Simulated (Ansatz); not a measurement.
```yaml
atoms:
  - { symbol: S, position_ang: [0.0000, 0.0000, 0.0791] }
  - { symbol: H, position_ang: [0.0000, 0.0000, -3.9542] }
```

Basis set: pcseg-2 (spherical functions). Charge 0, multiplicity 2.

Computed with Ansatz (development build ahead of 0.2.0); each method stands on the lowest determinant of its kind that the runs found.

Question: Give the atomization energy at this shape (free ground-state atoms in the same class of orbitals less the molecule, no zero-point energy) of doublet SH in separate pieces by r²SCAN (unrestricted), PBE0 (unrestricted).

Answer:

```csv
method,atomization energy
r²SCAN (unrestricted),1.2 kJ/mol
PBE0 (unrestricted),0.6 kJ/mol
```

Caution: charge can spread falsely over distant fragments; the shape is not the minimum; the unrestricted determinant is a mixture of spin states.
